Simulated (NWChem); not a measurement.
Species: GeH2BrF; SMILES [Br][GeH2][F]

```xyz
5

Ge    -0.3669     0.9129     0.0000
F      1.1504     1.7686     0.0000
Br     0.1022    -1.3616     0.0000
H     -1.0956     1.2624     1.3129
H     -1.0956     1.2624    -1.3129
```
Atoms are numbered in this order, from 1.

Results from NWChem. Structure relaxed at the B3LYP/6-31G* (spherical d) level. Vertical excitations in the gas phase; the lowest state need not have the same character in each row.

```json
[
 {"level": "PBE/aug-cc-pVDZ, TDA", "lowest excitation, singlet (eV)": "5.56", "oscillator strength of that lowest state": "0.017", "orbital gap (eV)": "5.31"},
 {"level": "B3LYP/aug-cc-pVDZ, TDA", "lowest excitation, singlet (eV)": "___", "oscillator strength of that lowest state": "0.020", "orbital gap (eV)": "___"},
 {"level": "PBE0/aug-cc-pVDZ, TDA", "lowest excitation, singlet (eV)": "6.09", "oscillator strength of that lowest state": "0.021", "orbital gap (eV)": "7.48"}
]
```

### Question
Some entries are withheld; supply them.

### Answer

- B3LYP/aug-cc-pVDZ, TDA, lowest excitation, singlet (eV): 5.86
- B3LYP/aug-cc-pVDZ, TDA, orbital gap (eV): 6.90
